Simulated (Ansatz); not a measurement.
Cartesian coordinates in Å:
```
N -0.117 0.002 -1.520
Si -0.521 -0.034 0.124
B 0.560 0.521 1.570
O 0.587 -0.787 1.250
H -0.491 -0.652 -2.185
H 0.661 0.526 -1.883
H -1.838 -0.695 0.233
H 1.159 1.120 2.409
```

Charge 0, multiplicity 1.

**Question.** List the CAM-B3LYP/def2-TZVPP orbital energies in eV (the Gaussian-basis code of Ansatz). (An estimate is asked.)

**Answer.** The calculation gave: Occupied: -1801.46, -522.70, -391.40, -186.29, -145.94, -101.33, -101.26, -101.22, -29.81, -25.72, -16.72, -15.86, -15.15, -13.98, -12.96, -12.34, -11.23, -9.83, -8.02. Lowest empty: 0.25, 1.47, 1.70, 2.47, 2.94, 3.11, 3.44, 4.11.
